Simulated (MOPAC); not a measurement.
MOPAC input (AM1):

```
AM1 PRECISE GNORM=0.05 LET XYZ CHARGE=-1 GEO-OK AUX(PRECISION=9) THREADS=1
C3H6N

C    -0.82880747 1   -0.85321887 1    0.09333913 1
C    -0.92924405 1    0.62460597 1   -0.23543664 1
C     0.34001918 1    0.13822213 1    0.40950566 1
N     1.51629915 1    0.19488341 1   -0.33550768 1
H    -0.64568999 1   -1.52977438 1   -0.73414714 1
H    -1.46790648 1   -1.24046512 1    0.88781194 1
H    -1.63577576 1    1.22445929 1    0.33362985 1
H    -0.82635303 1    0.90803235 1   -1.27729542 1
H     0.33128085 1    0.35172249 1    1.50536208 1
H     2.13854425 1   -0.53581382 1    0.02874361 1
```

From the output:

```
                                                       MOPAC v23.2.5 Linux

          FINAL HEAT OF FORMATION =         50.83855 KCAL/MOL =     212.70849 KJ/MOL

          COSMO AREA              =        101.20 SQUARE ANGSTROMS
          COSMO VOLUME            =         84.93 CUBIC ANGSTROMS

          GRADIENT NORM           =          0.04014          =       0.01269 PER ATOM
          IONIZATION POTENTIAL    =          1.201073 EV
          HOMO LUMO ENERGIES (EV) =         -1.201  9.063
          NO. OF FILLED LEVELS    =         12
          MOLECULAR WEIGHT        =         56.0871         POINT GROUP:  C1

          MOLECULAR DIMENSIONS (Angstroms)

            Atom       Atom       Distance
            H    10    H     7     4.10225
            H     6    H     8     3.12547
            H     9    H     5     3.09571

          SCF CALCULATIONS        =         39

   ATOM   CHEMICAL          X               Y               Z
  NUMBER   SYMBOL      (ANGSTROMS)     (ANGSTROMS)     (ANGSTROMS)

     1       C         -0.85971252  *  -0.83429185  *   0.06870273  *
     2       C         -0.94052069  *   0.63006605  *  -0.23263169  *
     3       C          0.36653704  *   0.09728865  *   0.35704055  *
     4       N          1.53361396  *   0.08392301  *  -0.34031002  *
     5       H         -0.80892184  *  -1.54017712  *  -0.77313517  *
     6       H         -1.45290792  *  -1.22899911  *   0.90868167  *
     7       H         -1.59166349  *   1.25975955  *   0.39889109  *
     8       H         -0.96744480  *   0.94973650  *  -1.28752488  *
     9       H          0.41674545  *   0.27848675  *   1.47324399  *
    10       H          2.28781812  *  -0.06988192  *   0.29832829  *

                             CARTESIAN COORDINATES

   1    C       -0.859712521    -0.834291850     0.068702734
   2    C       -0.940520686     0.630066052    -0.232631688
   3    C        0.366537037     0.097288654     0.357040552
   4    N        1.533613955     0.083923014    -0.340310017
   5    H       -0.808921839    -1.540177117    -0.773135165
   6    H       -1.452907916    -1.228999110     0.908681673
   7    H       -1.591663493     1.259759545     0.398891090
   8    H       -0.967444797     0.949736500    -1.287524882
   9    H        0.416745449     0.278486755     1.473243992
  10    H        2.287818121    -0.069881916     0.298328285

           Empirical Formula: C3 H6 N  =    10 atoms

      MOLECULAR POINT GROUP   :   C1

                  EIGENVALUES
 -31.91280 -24.38221 -17.56104 -14.90849 -11.31556  -9.09601  -8.01494  -6.93511
  -6.15856  -5.83454  -3.24987  -1.20107   9.06307   9.12512   9.76405   9.86831
  10.15201  10.26352  10.43074  10.54605  12.53406  14.03757

              NET ATOMIC CHARGES AND DIPOLE CONTRIBUTIONS

  ATOM NO.   TYPE          CHARGE      No. of ELECS.   s-Pop       p-Pop
    1          C          -0.381729        4.3817     1.24259     3.13914
    2          C          -0.280097        4.2801     1.22632     3.05378
    3          C           0.108815        3.8912     1.19610     2.69508
    4          N          -0.663594        5.6636     1.75689     3.90670
    5          H           0.069306        0.9307     0.93069
    6          H           0.036736        0.9633     0.96326
    7          H           0.036513        0.9635     0.96349
    8          H           0.071271        0.9287     0.92873
    9          H          -0.025950        1.0260     1.02595
   10          H           0.028729        0.9713     0.97127
 DIPOLE           X         Y         Z       TOTAL
 POINT-CHG.    -2.545     0.198     0.726     2.654
 HYBRID        -0.823    -0.230     1.059     1.361
 SUM           -3.368    -0.032     1.785     3.812

          ATOMIC ORBITAL ELECTRON POPULATIONS

     Atom    s        px        py        pz
    1  C   1.24259   1.21510   0.91454   1.00950
    2  C   1.22632   1.11061   0.95555   0.98762
    3  C   1.19610   0.89282   0.91758   0.88468
    4  N   1.75689   0.93579   1.72722   1.24369
    5  H   0.93069
    6  H   0.96326
    7  H   0.96349
    8  H   0.92873
    9  H   1.02595
   10  H   0.97127

 **********************
 *                    *
 * JOB ENDED NORMALLY *
 *                    *
 **********************

 == MOPAC DONE ==
```

The dipole moment of an ion depends on the origin.

The geometry given is a B3LYP-D3(BJ)/def2-TZVP minimum.
